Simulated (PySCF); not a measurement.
**Working out the ionisation energy of Cr⁺**

Cr⁺ [Ar] 3d5 (6S) → Cr²⁺ [Ar] 3d4 (5D). All numbers are calculated (PySCF 2.14, scalar relativity by spin-free X2C-1e, in jorge-DZP-DKH (8s6p2d1f, 43 functions)). Frozen: [Ar]. Energies in hartree (1 hartree = 27.21139 eV):

| part | Cr⁺ (lower) | Cr²⁺ (upper) |
| --- | --- | --- |
| UHF | -1049.392057 | -1048.838552 |
| MP2 opposite-spin | 0.000000 | 0.000000 |
| MP2 same-spin | -0.047655 | -0.020781 |

What does Hartree-Fock give?

(-1048.838552) − (-1049.392057) = 0.553505 hartree = 15.062 eV.

What do MP2 and SCS-MP2 (6/5 opposite-spin, 1/3 same-spin) give?

The opposite-spin parts differ by 0.000 eV and the same-spin parts by 0.731 eV. MP2: 15.062 + (0.000) + (0.731) = 15.793 eV. SCS-MP2: 15.062 + 1.2 × (0.000) + (0.731)/3 = 15.306 eV.

Reference: 16.486 eV (measured; NIST Atomic Spectra Database, ionization energies), between the lowest levels; spin-orbit coupling is absent from the calculation.

A double-zeta basis recovers only part of the correlation energy.

What remains against the reference includes basis incompleteness, the frozen core and correlation beyond second order.
